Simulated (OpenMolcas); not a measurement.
**4f6 along the 60-electron sequence**

```yaml
Program: OpenMolcas
Method: SS-CASPT2, IPEA 0.25 Eh, imaginary shift 0.1 Eh
Basis: ANO-RCC-VQZP
Scalar_Hamiltonian: DKH2, point nucleus
Spin-orbit_coupling: RASSI with atomic mean-field integrals over the reference wave functions, term energies averaged over their components
```

Active space for each ion: 6 electrons in 7 orbitals (4f); closed shells correlated by CASPT2: 5s 5p.

Computed levels in cm-1 above 7F0:

```json
{"Level": "7F1", "Sm2+": "356", "Eu3+": "427", "Gd4+": "540"}
{"Level": "7F2", "Sm2+": "972", "Eu3+": "1171", "Gd4+": "1465"}
{"Level": "7F3", "Sm2+": "1750", "Eu3+": "2120", "Gd4+": "2630"}
{"Level": "7F4", "Sm2+": "2620", "Eu3+": "3190", "Gd4+": "3930"}
{"Level": "7F5", "Sm2+": "3550", "Eu3+": "4330", "Gd4+": "5300"}
{"Level": "7F6", "Sm2+": "4490", "Eu3+": "5500", "Gd4+": "6700"}
{"Level": "5D0(1)", "Sm2+": "13150", "Eu3+": "17050", "Gd4+": "19360"}
{"Level": "5D1(1)", "Sm2+": "14470", "Eu3+": "18770", "Gd4+": "21570"}
{"Level": "5D2(1)", "Sm2+": "16480", "Eu3+": "21340", "Gd4+": "24740"}
{"Level": "weight of 7F in the lowest level (%)", "Sm2+": "92", "Eu3+": "92", "Gd4+": "91"}
```

Measured, with the error of the calculation in %. Measured levels: Sm2+ from Martin, Zalubas and Hagan, Atomic Energy Levels: The Rare-Earth Elements, NSRDS-NBS 60 (1978).

```json
{"Level": "7F1", "Sm2+": "293 (+21.3)"}
{"Level": "7F2", "Sm2+": "814 (+19.5)"}
{"Level": "7F3", "Sm2+": "1493 (+17.3)"}
{"Level": "7F4", "Sm2+": "2278 (+15.1)"}
{"Level": "7F5", "Sm2+": "3132 (+13.2)"}
{"Level": "7F6", "Sm2+": "4027 (+11.4)"}
```

The fine-structure level 7F6 changes by a factor of 1.49 from Sm2+ to Gd4+. Its fourth root runs 8.19, 8.61, 9.05, with steps per unit of Z of 0.43, 0.44; equal steps would mean a (Z - σ)^4 law with constant σ.

5D0(1) changes by a factor of 1.47 over the same range, with steps per unit of Z of +3900, +2310 cm-1.

CASPT2 breaks the degeneracy within a term, and the mean is taken; among the terms shown or strongly mixed into the levels shown the widest spread is 460 cm-1 (4f6 7F, Sm2+). High states are left out of the spin-orbit mixing, which shifts the levels that they would mix with. Computed and measured levels are paired by configuration, term and J; levels that our copy of the source lacks, or whose pairing is in doubt (as where it misses far off the trend of its configuration), stay unpaired and out of the deviations. Levels of configurations outside the active space are missing.

A number in round brackets counts repeated terms of one configuration in the order of the reference energies.
